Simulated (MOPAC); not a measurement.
MOPAC input (AM1):

```
AM1 PRECISE GNORM=0.05 LET XYZ CHARGE=1 GEO-OK AUX(PRECISION=9) THREADS=1
C5H13O

C    -2.74580780 1   -0.62410298 1   -0.44621749 1
C    -1.55166197 1    0.03437688 1    0.23800831 1
C    -0.26182061 1   -0.15429577 1   -0.56306513 1
C     0.94821232 1    0.55620123 1   -0.03081922 1
C     2.23192946 1    0.40746550 1   -0.79009125 1
O     1.18481100 1   -0.07677074 1    1.44513193 1
H    -2.59357375 1   -1.69865528 1   -0.56488593 1
H    -3.65238228 1   -0.48011831 1    0.14003765 1
H    -2.91727063 1   -0.19775165 1   -1.43616559 1
H    -1.43427877 1   -0.37742555 1    1.24397570 1
H    -1.73841208 1    1.10447227 1    0.36397448 1
H    -0.39636295 1    0.24950048 1   -1.57309016 1
H    -0.03163180 1   -1.21647740 1   -0.71089481 1
H     0.73556068 1    1.57943068 1    0.27182404 1
H     3.07496941 1    0.87801718 1   -0.28195470 1
H     2.10963562 1    0.92442185 1   -1.74477500 1
H     2.46178126 1   -0.63663556 1   -1.00583354 1
H     2.01600122 1    0.21864012 1    1.85870004 1
H     1.16236780 1   -1.05112203 1    1.43114127 1
```

From the output:

```
                                                       MOPAC v23.2.5 Linux

          FINAL HEAT OF FORMATION =         99.92022 KCAL/MOL =     418.06619 KJ/MOL

          COSMO AREA              =        146.76 SQUARE ANGSTROMS
          COSMO VOLUME            =        137.73 CUBIC ANGSTROMS

          GRADIENT NORM           =          0.04985          =       0.01144 PER ATOM
          IONIZATION POTENTIAL    =         15.534139 EV
          HOMO LUMO ENERGIES (EV) =        -15.534 -5.228
          NO. OF FILLED LEVELS    =         19
          MOLECULAR WEIGHT        =         89.1571         POINT GROUP:  C1

          MOLECULAR DIMENSIONS (Angstroms)

            Atom       Atom       Distance
            H    15    H     8     6.83131
            H    16    H    19     3.65068
            H    13    H    14     2.88910

          SCF CALCULATIONS        =        140

   ATOM   CHEMICAL          X               Y               Z
  NUMBER   SYMBOL      (ANGSTROMS)     (ANGSTROMS)     (ANGSTROMS)

     1       C         -2.67211222  *  -0.67721373  *  -0.43463222  *
     2       C         -1.52753751  *   0.07065265  *   0.20143910  *
     3       C         -0.23246357  *  -0.19072803  *  -0.54159309  *
     4       C          0.93423203  *   0.57411505  *   0.02153523  *
     5       C          2.19760573  *   0.49982647  *  -0.77970630  *
     6       O          1.31104849  *  -0.06809497  *   1.38787678  *
     7       H         -2.48202118  *  -1.77776803  *  -0.43024668  *
     8       H         -3.61639557  *  -0.47959497  *   0.13004619  *
     9       H         -2.82031165  *  -0.34781649  *  -1.49192977  *
    10       H         -1.42971588  *  -0.24618968  *   1.27431712  *
    11       H         -1.75056004  *   1.17137817  *   0.19769527  *
    12       H         -0.35498097  *   0.12810868  *  -1.61707398  *
    13       H         -0.00780074  *  -1.29196632  *  -0.56058604  *
    14       H          0.67878728  *   1.61277310  *   0.37473338  *
    15       H          3.07882643  *   0.84154101  *  -0.17871291  *
    16       H          2.09765216  *   1.18688726  *  -1.66225820  *
    17       H          2.38859660  *  -0.53384411  *  -1.16043725  *
    18       H          1.75534419  *  -0.94204622  *   1.23472474  *
    19       H          0.48374919  *  -0.25652639  *   1.90544052  *

                             CARTESIAN COORDINATES

   1    C       -2.672112215    -0.677213732    -0.434632225
   2    C       -1.527537507     0.070652654     0.201439101
   3    C       -0.232463565    -0.190728035    -0.541593085
   4    C        0.934232033     0.574115051     0.021535231
   5    C        2.197605729     0.499826472    -0.779706296
   6    O        1.311048492    -0.068094966     1.387876775
   7    H       -2.482021179    -1.777768027    -0.430246682
   8    H       -3.616395570    -0.479594966     0.130046193
   9    H       -2.820311649    -0.347816494    -1.491929767
  10    H       -1.429715880    -0.246189682     1.274317120
  11    H       -1.750560042     1.171378175     0.197695275
  12    H       -0.354980968     0.128108682    -1.617073981
  13    H       -0.007800738    -1.291966322    -0.560586045
  14    H        0.678787281     1.612773097     0.374733381
  15    H        3.078826425     0.841541006    -0.178712912
  16    H        2.097652165     1.186887257    -1.662258200
  17    H        2.388596601    -0.533844113    -1.160437253
  18    H        1.755344194    -0.942046225     1.234724740
  19    H        0.483749192    -0.256526394     1.905440521

           Empirical Formula: C5 H13 O  =    19 atoms

      MOLECULAR POINT GROUP   :   C1

                  EIGENVALUES
 -46.48785 -40.79960 -37.38385 -32.24415 -28.24939 -26.76717 -25.95667 -23.37966
 -22.60957 -20.03394 -19.90545 -19.29540 -18.16464 -18.00211 -17.46842 -17.17436
 -16.63446 -15.84923 -15.53414  -5.22840  -2.37375  -1.83020  -1.73898  -1.50942
  -1.19649  -0.81386  -0.44443  -0.35788  -0.30793  -0.19033   0.13370   0.21623
   0.42053   0.77023   1.28416   1.32317   1.72640

              NET ATOMIC CHARGES AND DIPOLE CONTRIBUTIONS

  ATOM NO.   TYPE          CHARGE      No. of ELECS.   s-Pop       p-Pop
    1          C          -0.220437        4.2204     1.22461     2.99583
    2          C          -0.165617        4.1656     1.21896     2.94666
    3          C          -0.242290        4.2423     1.23246     3.00983
    4          C           0.075780        3.9242     1.27709     2.64713
    5          C          -0.282403        4.2824     1.23380     3.04860
    6          O          -0.151745        6.1517     1.80513     4.34661
    7          H           0.087316        0.9127     0.91268
    8          H           0.110398        0.8896     0.88960
    9          H           0.098250        0.9018     0.90175
   10          H           0.059681        0.9403     0.94032
   11          H           0.108921        0.8911     0.89108
   12          H           0.165408        0.8346     0.83459
   13          H           0.119153        0.8808     0.88085
   14          H           0.176869        0.8231     0.82313
   15          H           0.136332        0.8637     0.86367
   16          H           0.163146        0.8369     0.83685
   17          H           0.119651        0.8803     0.88035
   18          H           0.317807        0.6822     0.68219
   19          H           0.323781        0.6762     0.67622
 DIPOLE           X         Y         Z       TOTAL
 POINT-CHG.     3.677    -0.158     2.015     4.196
 HYBRID        -0.076    -0.639     0.293     0.707
 SUM            3.601    -0.797     2.308     4.350

          ATOMIC ORBITAL ELECTRON POPULATIONS

     Atom    s        px        py        pz
    1  C   1.22461   0.96858   1.00158   1.02568
    2  C   1.21896   0.93490   1.04081   0.97095
    3  C   1.23246   0.93488   1.01516   1.05979
    4  C   1.27709   0.98955   0.95986   0.69772
    5  C   1.23380   0.94324   1.07821   1.02715
    6  O   1.80513   1.44683   1.42928   1.47050
    7  H   0.91268
    8  H   0.88960
    9  H   0.90175
   10  H   0.94032
   11  H   0.89108
   12  H   0.83459
   13  H   0.88085
   14  H   0.82313
   15  H   0.86367
   16  H   0.83685
   17  H   0.88035
   18  H   0.68219
   19  H   0.67622

 **********************
 *                    *
 * JOB ENDED NORMALLY *
 *                    *
 **********************

 == MOPAC DONE ==
```

The dipole moment of an ion depends on the origin.

The geometry given is a B3LYP-D3(BJ)/def2-TZVP minimum.
